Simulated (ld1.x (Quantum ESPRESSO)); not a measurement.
Transferability test, TM semilocal potential for Sr (Z = 38)

- Element: strontium
- Generator: ld1.x (Quantum ESPRESSO) 7.5
- Type: norm-conserving Troullier–Martins (semilocal form)
- Functional: PBE
- Relativity: scalar-relativistic
- Frozen core: [Ar] 3d10
- Valence charge: 10
- Reference configuration: 4s2 4p6 4d0 5s1.5 5p0 (charge +0.5)
- Partial waves: 4s (bound): rc 1.50 bohr; 4p (bound): rc 1.55 bohr; 4d (bound, empty): rc 3.35 bohr
- Local potential: the d channel
- Core correction: Bessel-smoothed model core inside 1.40 bohr

Occupied shells without a wave of their own: 5s. They enter only through the test configuration that unscreens the potential, and ld1.x also counts them in the model core charge.

Energies are relative to the spin-unpolarised reference configuration 4s2 4p6 4d0 5s1.5 5p0; without spin polarisation the order of configurations can differ from experiment. The frozen-core shift is the all-electron ΔE with the core orbitals held at their reference shape minus the fully relaxed ΔE.

ld1.x takes every shell without a wave as core, so the model core holds the 5s electrons as well and exchange and correlation see them twice. This cancels in the reference configuration, but the file is broken for other ones, and its errors say nothing about a proper core correction.

```json
{"valence configuration": "4s2 4p6 4d0 5s2 5p0", "charge": "0", "ΔE all-electron (eV)": "-2.339", "error AE − PS (meV)": "-2.4", "frozen-core shift (meV)": "0.0"}
{"valence configuration": "4s2 4p6 4d0 5s1 5p0", "charge": "+1", "ΔE all-electron (eV)": "3.546", "error AE − PS (meV)": "-74", "frozen-core shift (meV)": "+0.1"}
{"valence configuration": "4s2 4p6 4d0 5s0 5p0", "charge": "+2", "ΔE all-electron (eV)": "14.553", "error AE − PS (meV)": "-496", "frozen-core shift (meV)": "+0.8"}
{"valence configuration": "4s2 4p6 4d0 5s1 5p1", "charge": "0", "ΔE all-electron (eV)": "-0.040", "error AE − PS (meV)": "-78", "frozen-core shift (meV)": "-0.1"}
{"valence configuration": "4s2 4p6 4d0 5s0 5p2", "charge": "0", "ΔE all-electron (eV)": "2.368", "error AE − PS (meV)": "-206", "frozen-core shift (meV)": "-0.1"}
{"valence configuration": "4s2 4p6 4d1 5s0 5p0", "charge": "+1", "ΔE all-electron (eV)": "5.310", "error AE − PS (meV)": "-209", "frozen-core shift (meV)": "+2.4"}
{"valence configuration": "4s2 4p6 4d0.5 5s1.5 5p0", "charge": "0", "ΔE all-electron (eV)": "-1.193", "error AE − PS (meV)": "-16", "frozen-core shift (meV)": "+0.7"}
```

A variational frozen-core shift is positive and of second order in the change. This column holds negative values, so the frozen-core run of ld1.x carries numerical noise or an error of first order here, and the column gives no more than the rough size of the effect.
